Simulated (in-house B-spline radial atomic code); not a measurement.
# Hf⁺: [Xe] 4f14 5d1 6s2

All numbers are computed (Dirac-Kohn-Sham LDA exchange-only, spherical fractional occupations; Fermi nucleus of rms radius 5.347 fm) with a radial B-spline atomic code at the basis-set limit, not measured.

Screening seen three ways: the hydrogenic charge with the same mean radius, Z_r = [3n² - l(l+1)]/(2<r>), the one with the same energy, Z_e = n√(-2ε), and Slater's rules. Values are occupation-weighted means over j. An effective charge above Z reflects the relativistic contraction of the inner shells.

```csv
shell,electrons,ε (eV),<r> (bohr),Z_r,Z_e,Slater
1s,2,-65129,0.019,78.93,69.19,71.70
2s,2,-11139,0.07983,75.16,57.23,67.85
2p,6,-9851.2,0.07129,70.13,53.82,67.85
3s,2,-2543.2,0.2084,64.78,41.02,60.75
3p,6,-2153.1,0.2078,60.15,37.74,60.75
3d,10,-1659.8,0.1891,55.54,33.13,50.85
4s,2,-517.79,0.4685,51.23,24.68,44.25
4p,6,-388.49,0.4969,46.29,21.37,44.25
4d,10,-213.7,0.5358,39.19,15.85,32.85
5s,2,-74.853,1.134,33.07,11.73,14.35
5p,6,-43.875,1.334,27.36,8.98,14.35
4f,14,-24.704,0.6775,26.57,5.39,21.45
6s,2,-11.037,3.138,17.21,5.40,4.00
5d,1,-9.7002,2.2,15.68,4.22,4.00
```

The least bound orbital is 5d5/2 at -9.478 eV, while the most diffuse is 6s1/2 (<r> = 3.138 bohr against 2.231 bohr): energy order and size order differ.

Spin-orbit splittings of the orbital energies (j = l + 1/2 above j = l - 1/2 when positive): 2p 1190 eV, 3p 255 eV, 3d 55.67 eV, 4p 58.58 eV, 4d 10.73 eV, 5p 7.906 eV, 4f 1.746 eV, 5d 0.5547 eV.

For the 1s electron the small component carries 7.32 % of the norm, the zero-frequency Breit interaction raises the level by 221.9 eV, self-energy by 137.4 eV, and vacuum polarisation lowers it by 25.22 eV.

The density falls to 0.001 bohr⁻³ at 4.608 bohr; Σ<r²> = 57.773 bohr² gives, by the non-relativistic formula and without the paramagnetism of open shells, a Langevin diamagnetic susceptibility of -45.76×10⁻⁶ cm³/mol.
